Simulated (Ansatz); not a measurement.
Saddle point of HfH3OF3, closed shell (HfHOF₃ ([OH][Hf]([F])([F])[F]) + H₂ → HfHF₃ ([F][HfH]([F])[F]) + H₂O (still joined by a long Hf–O bond); bonds formed: Hf1–H7, O2–H6; bonds broken: H6–H7; bonds weakened to dative contacts: Hf1–O2), PBE0-D4/def2-TZVP structure:

```tsv
atom	x (Å)	y (Å)	z (Å)
Hf1	-0.4132	0.6114	-0.1129
O2	0.9255	-1.0320	-0.4323
F3	-1.4217	0.6591	-1.7159
F4	-1.4890	1.4496	1.2159
F5	1.0489	1.8300	-0.1363
H6	0.1768	-1.3354	0.4544
H7	-0.6979	-1.0845	1.0016
H8	1.8707	-1.0982	-0.2746
```

Energies are electronic, without zero-point energy. Barriers and step energies count from the start structure reached by relaxing down the imaginary mode; all methods use the PBE0-D4 structures, on which another method's saddle can fall below an end. Program: Ansatz 0.2.0. Basis: def2-TZVPP, with def2-QZVPP for the basis limit. Cores are frozen in the correlated methods. Core potentials replace the inner electrons of the atoms past krypton. B3LYP uses VWN-RPA correlation. Extrapolation: Hartree–Fock as exp(−7.88 √X), correlation as X^−2.97.

```
      method  barrier (eV)  step energy (eV)
       SPW92             ?             0.736
      PBE-D4         1.215             0.907
     BLYP-D4         1.387             0.981
   r2SCAN-D4             ?             0.912
      B97M-V         1.297             0.735
     PBE0-D4         1.293             0.830
    B3LYP-D4         1.426             0.909
  r2SCAN0-D4         1.347             0.838
    BHLYP-D4             ?             0.817
CAM-B3LYP-D4         1.408             0.866
     wB97X-V         1.424             0.861
     wB97M-V         1.412             0.830
      B2PLYP         1.442             0.917
    PBE-QIDH         1.367             0.831
  RPA on PBE         1.377             0.785
          HF         1.801             0.759
         MP2         1.434             0.930
        CCSD         1.463             0.786
     CCSD(T)         1.408             0.816
```

(1) Fill in the withheld barriers. (An estimate is asked for; the value comes from the calculation.)

The T1 diagnostic stays at or below 0.017.

Results:

(1) By the calculation: r2SCAN-D4 1.292; SPW92 0.885; BHLYP-D4 1.516 eV. Each is the energy of the saddle less that of the start structure, by the same method.

For comparison, the barrier by CCSD(T) at an estimated basis limit (MP2 extrapolated from triple and quadruple zeta, plus CCSD(T) − MP2 in triple zeta) is 1.462 eV.

Labels in which every atom is bracketed show which atoms are joined, not bond orders.

For scale, one of the runs: CCSD(T)/def2-TZVPP, 222 basis functions, launched by `ansatz run in.yaml --threads 8 --pin off --events-out ev --progress --plain --max-ram 19148MiB`. Hardware: 8 CPU threads of an Intel Xeon 6975P-C, shared host. Wall time 25 s; peak host memory 5 GiB.
